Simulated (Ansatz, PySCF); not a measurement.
Gas-phase reaction in SMILES: C#CC[SiH2]C#C [ethynyl(prop-2-ynyl)silane] + 9 [H][H] (H2) -> 5 C (CH4) + [SiH4] (SiH4)
Geometries: B3LYP-D3(BJ)/def2-TZVP minima from Ansatz (an electronic-structure program), one conformer each, not searched for the lowest. Frequencies are from Ansatz or PySCF.

Quantity: energy of full hydrogenation (0 K, with B3LYP-D3(BJ) harmonic zero-point energies), in eV. Cores are frozen in the correlated levels unless marked. No spin-orbit coupling. Non-relativistic. CBS marks a two-point X^-3 extrapolation of the correlation energy; Hartree-Fock from the larger set.

CCSD(T)/CBS(cc-pV(T+d)Z,cc-pV(Q+d)Z) (Ansatz) gives -7.63 eV.

Another calculation gave -7.90 eV. Which level was it?
A. PBE/def2-TZVPD (Ansatz)
B. r2SCAN0/def2-TZVPD (Ansatz)
C. LC-wPBE/def2-TZVPD (Ansatz)
D. B2PLYP/def2-TZVPD (Ansatz)

A, PBE/def2-TZVPD (Ansatz). The others give -8.48 (r2SCAN0), -7.58 (B2PLYP), -8.73 (LC-wPBE) eV.
